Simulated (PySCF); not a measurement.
## Correlation energy of Ce(2+) (cerium, charge +2)

[Xe] 4f1 6s1, high-spin 3F determinant (an excited configuration). Computed with PySCF 2.14 in x2c-TZVPPall, with the spin-free X2C one-electron Hamiltonian (Gaussian nucleus). Frozen: [Kr] 4d10; 10 electrons correlated.

```
  level  correlation energy (mhartree)
   CCSD                        -235.28
    (T)                          -7.79
CCSD(T)                        -243.07
```

Diagnostics: T1 = 0.0083, D1 = 0.0314, largest double amplitude 0.029.

Question: Is a single reference adequate?

Answer: Yes, within this model without spin-orbit coupling: T1 lies below 0.03 and no double amplitude reaches 0.07.
